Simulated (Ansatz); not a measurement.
C2H3BrFI can be A, `FC(Br)CI`, or B, `FCC(Br)I`.

Isolated molecules relaxed with PBE0-D4/def2-TZVP in Ansatz; ΔE leaves out vibrations. CCSD(T)/CBS adds triple-zeta CCSD(T) − MP2 to the extrapolated MP2 energy (def2 sets, frozen cores). DFT in def2-TZVPP. B3LYP here is the variant with VWN-RPA as its local correlation; programs differ in this. Elements past krypton have def2 core potentials. For Br, I outer-core shells are correlated without core-valence functions, which leaves a few kJ/mol of doubt a bond. Scalar relativity is left out up to krypton. One conformer a species, not always the lowest.

Which is lower in electronic energy at CCSD(T)/CBS, and by how much? (Estimate.)

Ansatz gave: A, by 14.4 kJ/mol.

Give E(B) − E(A) in kJ/mol with B3LYP, r2SCAN-D4, MP2/def2-TZVPP, HF/def2-TZVPP, ωB97M-V, PBE-D4, CCSD/def2-TZVPP. (Estimate.)

Computed: B3LYP 16.4, r2SCAN-D4 18.3, MP2/def2-TZVPP 12.9, HF/def2-TZVPP 16.2, ωB97M-V 17.6, PBE-D4 16.9, CCSD/def2-TZVPP 15.0. None reverses the order clearly.

Largest T1 diagnostic: 0.009.
